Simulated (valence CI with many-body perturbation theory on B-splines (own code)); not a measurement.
Results of a calculation; reference values are marked as such.
From CI to CI+MBPT in La51+

Level of theory: valence CI with perturbative core correlation (CI+MBPT): four valence electrons over a frozen Dirac-Fock core [He], radial functions for each j: 11 s, 11 p, 9 d, 7 f, 5 g, 2 h, 1 i, with the one-electron correlation potential Σ1, the two-electron term Σ2, the three-electron term Σ3, Breit, model QED; selected CI, second order for the rest (own B-spline code, finite nucleus).

No measured spectrum was set against this ion. As an estimate, large intervals hold to a few tenths of a per cent, small ones and those within an open d or f shell to about a per cent. Among the levels kept, up to 270 cm⁻¹ of a level comes from second order outside the variational space, and about a tenth of that is noise between levels of different J, which matters for small intervals.

Each rung adds one term. CI alone is the Dirac-Coulomb CI over the frozen core; QED comes last and gives the full result, which names the levels. Energies are above (2s^2 2p1/2^2) J=0 on the same rung, in eV.

Levels are named by their leading jj configuration (3d3/2^4 stands for four electrons in 3d with j = 3/2), which in mixed levels can hold well under half, so a name can repeat and another be missing. Letters in brackets count levels of one name in rising energy.

| Level | CI alone | Σ1 | Σ2 | Σ3 | Breit | QED | Full |
| --- | --- | --- | --- | --- | --- | --- | --- |
| (2s^2 2p1/2 2p3/2) J=1 | 432.5 | +0.11 | -0.06 | +0.01 | -7.48 | +0.80 | 425.9 |
| (2s^2 2p1/2 2p3/2) J=2 | 452.4 | +0.11 | -0.03 | -0.02 | -11.11 | +0.80 | 442.2 |
| (2s 2p1/2^2 2p3/2) J=2 | 636.7 | -0.15 | -0.20 | -0.03 | -2.65 | -6.41 | 627.3 |
| (2s 2p1/2^2 2p3/2) J=1 | 700.1 | -0.15 | -0.32 | -0.10 | -1.30 | -6.45 | 691.8 |
| (2s^2 2p3/2^2) J=2 | 896.8 | +0.22 | -0.03 | -0.02 | -16.55 | +1.48 | 881.9 |
| (2s^2 2p3/2^2) J=0 | 936.5 | +0.22 | +0.06 | -0.07 | -12.68 | +1.45 | 925.5 |
| (2s 2p1/2 2p3/2^2) J=2 [a] | 1049.5 | -0.04 | -0.17 | -0.01 | -8.87 | -5.64 | 1034.8 |
| (2s 2p1/2 2p3/2^2) J=3 | 1091.8 | -0.04 | -0.19 | -0.05 | -14.30 | -5.65 | 1071.6 |
| (2s 2p1/2 2p3/2^2) J=0 | 1124.1 | -0.04 | -0.11 | -0.07 | -6.17 | -5.66 | 1112.0 |
| (2s 2p1/2 2p3/2^2) J=1 [a] | 1142.7 | -0.04 | -0.38 | -0.11 | -8.43 | -5.68 | 1128.1 |
| (2s 2p1/2 2p3/2^2) J=2 [b] | 1156.5 | -0.04 | -0.36 | -0.12 | -11.98 | -5.68 | 1138.3 |
| (2s 2p1/2 2p3/2^2) J=1 [b] | 1155.8 | -0.04 | -0.26 | -0.11 | -8.03 | -5.68 | 1141.7 |
| (2p1/2^2 2p3/2^2) J=2 | 1370.8 | -0.30 | -0.60 | -0.16 | -3.17 | -12.78 | 1353.8 |
| (2p1/2^2 2p3/2^2) J=0 | 1413.9 | -0.30 | -0.54 | -0.16 | +0.85 | -12.76 | 1401.0 |
| (2s 2p3/2^3) J=2 | 1558.8 | +0.08 | -0.18 | -0.08 | -16.33 | -4.88 | 1537.4 |
| (2s 2p3/2^3) J=1 | 1619.3 | +0.08 | -0.34 | -0.14 | -15.40 | -4.91 | 1598.6 |
| (2p1/2 2p3/2^3) J=1 | 1811.2 | -0.19 | -0.56 | -0.15 | -8.18 | -12.13 | 1790.0 |
| (2p1/2 2p3/2^3) J=2 | 1831.5 | -0.19 | -0.52 | -0.15 | -11.70 | -12.13 | 1806.8 |
| (2p3/2^4) J=0 | 2293.3 | -0.07 | -0.46 | -0.16 | -14.57 | -11.34 | 2266.7 |
| (2s^2 2p1/2 3s) J=0 | 5707.9 | +0.39 | -0.01 | -0.10 | -13.59 | +2.21 | 5696.8 |
| (2s^2 2p1/2 3s) J=1 | 5711.4 | +0.39 | -0.04 | -0.10 | -14.14 | +2.24 | 5699.7 |
| (2s^2 2p1/2 3p1/2) J=1 | 5769.5 | +0.34 | -0.04 | -0.10 | -12.15 | +0.14 | 5757.6 |
| (2s^2 2p1/2 3p1/2) J=0 | 5800.5 | +0.34 | -0.07 | -0.10 | -11.08 | +0.12 | 5789.7 |
| (2s 2p1/2^2 3s) J=1 | 5882.8 | +0.17 | -0.11 | -0.11 | -8.00 | -3.66 | 5871.1 |
| (2s^2 2p1/2 3p3/2) J=2 | 5914.6 | +0.36 | -0.07 | -0.10 | -14.54 | +0.37 | 5900.7 |
| (2s 2p1/2^2 3s) J=0 | 5915.8 | +0.13 | -0.11 | -0.12 | -5.64 | -5.04 | 5905.0 |
| (2s^2 2p1/2 3p3/2) J=1 | 5920.5 | +0.31 | -0.10 | -0.10 | -11.83 | -0.99 | 5907.8 |
| (2s 2p1/2^2 3p1/2) J=1 | 5954.2 | +0.09 | -0.15 | -0.11 | -5.68 | -6.28 | 5942.0 |
| (2s 2p1/2^2 3p1/2) J=0 | 5954.8 | +0.07 | -0.14 | -0.12 | -3.30 | -7.10 | 5944.2 |
| (2s^2 2p1/2 3d3/2) J=2 | 5963.9 | +0.40 | -0.02 | -0.10 | -14.81 | +0.16 | 5949.6 |
| (2s^2 2p1/2 3d3/2) J=1 | 5987.3 | +0.38 | -0.05 | -0.10 | -13.89 | -0.68 | 5973.0 |

The middle columns are the shifts that each term adds.

How does the ionisation energy move along the ladder, and which term matters most?

CI alone 10153, + Σ1 10153, + Σ2 10153, + Σ3 10153, + Breit 10137, + QED 10137 eV. The largest step is Breit, -16 eV. NIST lists 10136 ± 4 eV (theoretical).
